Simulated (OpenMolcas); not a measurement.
## Pd4+ in a point-charge field

Pd4+ among 6 point charges of -1.7 e arranged as a tetragonal octahedron (D4h), 2.07 Å from the ion, with the axial distance 2.422 Å.

```yaml
Program: OpenMolcas 26.06
Method: CASSCF
Basis: ANO-RCC-VDZP [6s5p3d1f]
Scalar_Hamiltonian: DKH2, point nucleus
Active_space: 6 electrons in 5 orbitals (4d)
State_averaging: 2S+1 = 5 even, 5 roots; 2S+1 = 3 even, 45 roots; 2S+1 = 1 even, 50 roots
Spin-orbit_coupling: RASSI with atomic mean-field integrals over the reference wave functions
```

The lowest spin-free states (labels of D4, the rotations of D4h), above the lowest:

```csv
State,Degeneracy,E (cm-1),Free-ion L (%)
5E,2,0.0,D (100)
5A1,1,1979,D (100)
5B2,1,2958,D (100)
5B1,1,7488,D (100)
3E,2,19345,H (68)
3B2,1,20529,H (59)
3A2,1,21065,H (80)
3A2,1,21614,H (54)
3E,2,21856,H (87)
3E,2,22538,H (69)
3B1,1,23420,H (69)
3A1,1,23836,H (94)
3E,2,25029,P (43)
3B2,1,25491,H (38)
3A2,1,26044,P (67)
3E,2,26549,F (34)
3B1,1,26765,F (80)
3E,2,27294,F (52)
1A1,1,27936,I (53)
3E,2,28312,G (57)
```

The lowest levels with spin-orbit coupling:

```csv
E (cm-1),Degeneracy,Label,2S+1,g
0.0,1,B2,5,
83.3,2,E,5,0.00 0.00 0.76
110.6,1,B1,5,
160.1,1,A1,5,
188.4,2,E,5,0.00 0.00 6.33
1728,1,A2,5,
1976,2,E,5,0.00 0.00 5.01
3390,1,A1,5,
3452,1,A2,5,
3675,1,B2,5,
3749,1,B1,5,
4161,2,E,5,0.00 0.00 0.33
4461,1,A1,5,
4508,2,E,5,0.00 0.00 1.15
4662,1,B2,5,
8935,1,B1,5,
9060,2,E,5,0.00 0.00 2.40
9371,1,A1,5,
9386,1,A2,5,
18986,1,B1,3,
```

Powder χT (cm3 K/mol): 0.162 at 2 K, 0.809 at 10 K, 3.46 at 50 K, 4.52 at 100 K, 4.88 at 200 K, 4.95 at 300 K. The effective moment at 300 K is 2.828 √(χT) = 6.29 μB.

The lowest level has 2S+1 = 5, for which the spin-only value is χT = S(S+1) / 2 = 3.000 cm3 K/mol (g = 2). The computed 4.954 at 300 K differs by +1.954, through orbital momentum, spin-orbit coupling and any other state in reach.

An orbital doublet at a regular site is open to a Jahn-Teller distortion, which this geometry leaves out. Without dynamic correlation the repulsion within the d shell is too large (B by tens of per cent), so at a given field states of lower spin stand too high. Point charges give a weaker field than real ligands, and real ions of this kind are as a rule low spin; the high spin found here belongs to the model. This is an electrostatic model: the charges have no orbitals. No measured value stands beside these numbers.

With an even number of electrons the g values are those of a degenerate or nearly degenerate non-Kramers pair.
